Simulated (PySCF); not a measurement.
H5O3SSiTa, SMILES [SiH3][O][Ta]([OH])(=[S])[OH], multiplicity 1.

The structure is a stationary point at B3LYP-D3(BJ)/def2-SVP. The spin state was assumed, not searched. The def2 effective core potentials stand for the cores of Ta; spin–orbit coupling is left out. Other conformers were not sampled.

Method: PBE/def2-TZVP in PySCF.

The molecule is in vacuum.

```json
{
 "total_energy": "-973.27027 hartree",
 "highest_occupied_level": "-6.21 eV",
 "lowest_empty_level": "-1.98 eV",
 "orbital_gap": "4.23 eV",
 "dipole_moment": "1.56 D",
 "quadrupole, principal values (traceless, Buckingham form, about the centre of nuclear charge)": "-15.59, 6.14, 9.46 D·Å",
 "mean_static_polarisability": "99.1 bohr³ (14.69 Å³)",
 "polarisability_principal_values": "86.2, 98.2, 113.1 bohr³"
}
```
